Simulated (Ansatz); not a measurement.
Frontier orbitals of C4H14N2O2Si, SMILES `CN(C)[Si](O)(O)N(C)C`.

The species carries charge 0 and has multiplicity 1. The structure was optimised at the PBE0-D4/def2-TZVP level. It is one conformer, not always the lowest. Basis def2-TZVPP, Ansatz.

```csv
functional,HOMO (eV),LUMO (eV),gap (eV)
LDA (SPW92),-4.90,-0.35,4.55
PBE,-4.78,-0.16,4.62
BLYP,-4.67,-0.17,4.50
r2SCAN,-5.01,0.49,5.50
PBE0,-6.11,0.69,6.80
B3LYP,-5.90,0.34,6.24
r2SCAN0,-6.28,1.10,7.38
HSE06 (plane-wave form),-5.71,0.32,6.03
BHLYP,-7.39,1.30,8.69
ωB97M-V,-8.43,2.07,10.50
```

Against PBE, PBE0 changes HOMO and LUMO by −1.33 and +0.85 eV, ωB97M-V by −3.65 and +2.22 eV. A gap of 4.62 eV thus becomes 10.50 eV for the same molecule, so an orbital gap means little without its functional. A positive LUMO is unbound and depends on the basis.

B3LYP here is the variant with VWN-RPA as its local correlation; programs differ in this.
